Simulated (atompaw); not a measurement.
Before and after: PAW (atompaw) potential for titanium

atompaw 4.2.0.5 input, output lines left out:

```
Ti 22
LDA-PW scalarrelativistic loggrid 1500 logderivrange -5 5 251
4 4 3 0 0 0
4 0 1
4 1 0
3 2 3
0 0 0
c
c
c
v
c
v
v
v
3
3.00 3.00 2.30 2.25
y
1.05
n
n
y
0.3
n
y
0.05
n
custom polynom2 7 10 vanderbiltortho sinc
4 1 troulliermartins
3.00
3.00
1.10
1.85
1.70
1.70
3.00
```

Change: wave 3d (bound): rc 1.70 bohr becomes 3d (bound): rc 2.88 bohr.

Cutoffs: the cutoffs (Ry, on a coarse ladder) from which the occupation-weighted sum of valence levels, in a spherical-Bessel basis at the reference potential, stays within 10 and 1 mRy of its value at 400 Ry; they do not see the model core or the augmentation charge, which bear on the density cutoff.

What does the change do?

The range in which the d phases agree narrows (upper end at the end of the scan → 1.1); neither file shows a bound ghost.

| quantity | base | changed |
| --- | --- | --- |
| cutoff, loose | 260 Ry | 260 Ry |
| cutoff, tight | over 300 Ry | over 300 Ry |
| loose cutoff by channel (10 mRy a level) | s 6 Ry, p 45 Ry, d 21 Ry | s 6 Ry, p 45 Ry, d 6 Ry |
| bound ghosts | none | none |
| s: phases at 3.02 bohr within 0.05 rad from the reference energy up to (Ry; the scan ends near 5) | 1.6 | 1.6 |
| p: phases at 3.02 bohr within 0.05 rad from the reference energy up to (Ry; the scan ends near 5) | to the end of the scan | to the end of the scan |
| d: phases at 3.02 bohr within 0.05 rad from the reference energy up to (Ry; the scan ends near 5) | to the end of the scan | 1.1 |
| f: phases at 3.02 bohr within 0.05 rad from the reference energy up to (Ry; the scan ends near 5) | 1.1 | 1.1 |
| lowest overlap eigenvalue by channel | s 0.85, p 0.63, d 0.95, f 1.00 | s 0.85, p 0.63, d 0.48, f 1.00 |

 The cutoffs see the waves, projectors and local potential, not the compensation charge or the core.
